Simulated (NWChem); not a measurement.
System: C$_{2}$H$_{4}$BF$_{2}$N; SMILES B(N)(/C=C\F)F

NWChem input:

```
start job
memory heap 200 mb stack 900 mb global 1100 mb
geometry units angstroms noautoz
  N     -1.396348     0.759966     0.000000
  B     -0.007790     0.945922     0.000000
  F      0.473459     2.208293     0.000000
  C      1.024219    -0.227038     0.000000
  C      0.739281    -1.527029     0.000000
  F     -0.534754    -1.994090     0.000000
  H     -2.046066     1.533533     0.000000
  H     -1.814283    -0.157708     0.000000
  H      2.087400     0.007015     0.000000
  H      1.445974    -2.352566     0.000000
end
basis spherical
  * library def2-svp
end
dft
  xc xpbe96 cpbe96
  iterations 150
  mulliken
end
task dft energy
```

Geometry: optimised at B3LYP/6-31G* (spherical d).

Predict the main results of this run. (PBE/def2-SVP.) Quantities: energy (Ha); highest occupied level (eV); orbital gap (eV); dipole (D).

The energy (Ha) is -357.33. The highest occupied level (eV) is -6.15. The orbital gap (eV) is 4.69 and the dipole (D) comes out as 1.40.
